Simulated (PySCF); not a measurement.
## Interval between two levels of F⁺ by level of theory

F⁺ [He] 2s2 2p4 [3P2, M_J = 2] → F⁺ [He] 2s1 2p5 [3P2, M_J = 2], as a difference of total energies. All numbers are calculated (PySCF 2.14, the two-component X2C-1e Hamiltonian, in x2c-TZVPall-2c with one added diffuse shell each of s, p, d type (6s4p3d1f, 40 functions)). Correlated levels: 1s2 frozen. "Screened" scales the spin-orbit matrix elements by Boettger's factors to mimic the two-electron term; Breit and QED terms are absent.

```csv
method,interval between two levels (cm⁻¹)
GHF (spin-free),175430
GMP2 (spin-free),168210
GHF (screened spin-orbit),175430
GMP2 (screened spin-orbit),168210
```

Errors of the correlated levels include the incompleteness of this basis and the frozen core.

The labels give the starting determinants; with spin-orbit coupling the two ends relaxed to ⟨J²⟩ = 6.01, ⟨L²⟩ = 2.00, ⟨S²⟩ = 2.00 and ⟨J²⟩ = 6.01, ⟨L²⟩ = 2.00, ⟨S²⟩ = 2.01.

For comparison: 164800 cm⁻¹ (measured; NIST Handbook of Basic Atomic Spectroscopic Data (Sansonetti and Martin, J. Phys. Chem. Ref. Data 34, 1559 (2005))).
